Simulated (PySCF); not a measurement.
Electron correlation in Rh (rhodium, neutral)

[Kr] 4d7 5s1 5p1, one real determinant (an excited configuration). Computed with PySCF 2.14 in aug-cc-pVDZ-PP with ECP28MDF, with a scalar-relativistic core potential. Frozen: 4s2 4p6; 9 electrons correlated.

```
  level  correlation energy (mhartree)
   CCSD                        -161.28
    (T)                          -3.55
CCSD(T)                        -164.83
```

Diagnostics: T1 = 0.013, D1 = 0.0388, largest double amplitude 0.037.

The real determinant used has ⟨L²⟩ near 14 against 20 for a pure G term, so it mixes terms.

Cost of the coupled-cluster step: roughly 13 core-seconds, for 9 correlated electrons.

Iterations:

```
CC2 = 0
CCSD nocc = (np.int64(7), np.int64(2)), nmo = (50, 50)
frozen orbitals [[0, 1, 2, 3], [0, 1, 2, 3]]
max_cycle = 100
direct = 0
conv_tol = 1e-08
conv_tol_normt = 1e-06
diis_space = 8
diis_start_cycle = 0
Init t2, MP2 energy = -0.15409789138856
Init E_corr(UCCSD) = -0.154097891389205
cycle = 1  E_corr(UCCSD) = -0.158071708232889  dE = -0.00397381684  norm(t1,t2) = 0.0412492
cycle = 2  E_corr(UCCSD) = -0.159860389954757  dE = -0.00178868172  norm(t1,t2) = 0.0176563
cycle = 3  E_corr(UCCSD) = -0.160989889950657  dE = -0.0011295  norm(t1,t2) = 0.0103409
cycle = 4  E_corr(UCCSD) = -0.161124391127128  dE = -0.000134501176  norm(t1,t2) = 0.00491678
cycle = 5  E_corr(UCCSD) = -0.161167193981458  dE = -4.28028543e-05  norm(t1,t2) = 0.00341923
cycle = 6  E_corr(UCCSD) = -0.161247114561129  dE = -7.99205797e-05  norm(t1,t2) = 0.00205153
cycle = 7  E_corr(UCCSD) = -0.161254746736782  dE = -7.63217565e-06  norm(t1,t2) = 0.00135317
cycle = 8  E_corr(UCCSD) = -0.161255039305654  dE = -2.92568872e-07  norm(t1,t2) = 0.00090921
cycle = 9  E_corr(UCCSD) = -0.161270018187711  dE = -1.49788821e-05  norm(t1,t2) = 0.000682034
cycle = 10  E_corr(UCCSD) = -0.161275695961923  dE = -5.67777421e-06  norm(t1,t2) = 0.000432156
cycle = 11  E_corr(UCCSD) = -0.161275025367526  dE = 6.70594397e-07  norm(t1,t2) = 0.000258706
cycle = 12  E_corr(UCCSD) = -0.161274982271001  dE = 4.30965248e-08  norm(t1,t2) = 0.000132886
cycle = 13  E_corr(UCCSD) = -0.161275732078428  dE = -7.49807427e-07  norm(t1,t2) = 8.90512e-05
cycle = 14  E_corr(UCCSD) = -0.161276296316303  dE = -5.64237874e-07  norm(t1,t2) = 6.56802e-05
cycle = 15  E_corr(UCCSD) = -0.161276158611782  dE = 1.37704521e-07  norm(t1,t2) = 4.93002e-05
cycle = 16  E_corr(UCCSD) = -0.161275857587346  dE = 3.01024435e-07  norm(t1,t2) = 3.13611e-05
cycle = 17  E_corr(UCCSD) = -0.16127577108098  dE = 8.65063669e-08  norm(t1,t2) = 1.8337e-05
cycle = 18  E_corr(UCCSD) = -0.161275708446753  dE = 6.26342262e-08  norm(t1,t2) = 1.18249e-05
cycle = 19  E_corr(UCCSD) = -0.161275665072528  dE = 4.33742256e-08  norm(t1,t2) = 7.97181e-06
cycle = 20  E_corr(UCCSD) = -0.161275563866067  dE = 1.01206461e-07  norm(t1,t2) = 5.49472e-06
cycle = 21  E_corr(UCCSD) = -0.161275496814439  dE = 6.70516281e-08  norm(t1,t2) = 3.90235e-06
cycle = 22  E_corr(UCCSD) = -0.16127547509328  dE = 2.17211589e-08  norm(t1,t2) = 2.74136e-06
cycle = 23  E_corr(UCCSD) = -0.161275456666544  dE = 1.84267357e-08  norm(t1,t2) = 1.90159e-06
cycle = 24  E_corr(UCCSD) = -0.161275448504909  dE = 8.16163526e-09  norm(t1,t2) = 1.14259e-06
cycle = 25  E_corr(UCCSD) = -0.161275442898206  dE = 5.60670305e-09  norm(t1,t2) = 7.56596e-07
UCCSD converged
E(UCCSD) = -109.4450740074826  E_corr = -0.1612754428982061
UCCSD(T) correction = -0.00355443396692453
```

The reference is one real determinant that mixes LS terms of this configuration.
